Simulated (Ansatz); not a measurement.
CH3Cl3O2W (`C[O][W](=[O])([Cl])([Cl])[Cl]`). Total charge 0; spin multiplicity 1. W takes the def2 core potential.

```xyz
10

C    -0.796    1.474   -0.473
O    -0.620    0.087   -0.521
W     0.462   -1.210    0.224
O    -0.156   -2.591   -0.495
Cl    2.132   -2.102    1.530
Cl    2.155   -0.349   -1.086
Cl   -0.656   -0.803    2.201
H    -1.615    1.747   -1.138
H    -1.033    1.776    0.553
H     0.126    1.970   -0.794
```

Q: What are the harmonic wavenumbers in cm⁻¹ at PBE0-D4/def2-TZVP (Ansatz, finite differences of forces, unscaled)? (Estimate.)

A: The calculation gave: 44, 55, 105, 138, 169, 188, 237, 239, 298, 342, 348, 392, 398, 588, 1075, 1142, 1158, 1194, 1450, 1482, 1483, 3025, 3099, 3142.

Q: Is this a minimum?

A: Yes, all 24 modes are real.

Q: Give the ideal-gas thermochemistry at 298.15 K and 1 bar (rigid rotor, harmonic oscillator; point group Cs, symmetry number 1).

A: Zero-point energy 130.3 kJ/mol; H(298) − E = 159.5 kJ/mol; entropy 436.6 J/(mol·K), of which translation 181.5, rotation 126.5, vibration 128.6; G(298) − E = 29.3 kJ/mol. Modes under 100 cm⁻¹ are hindered rotations or soft bends, so the harmonic entropy is rough.
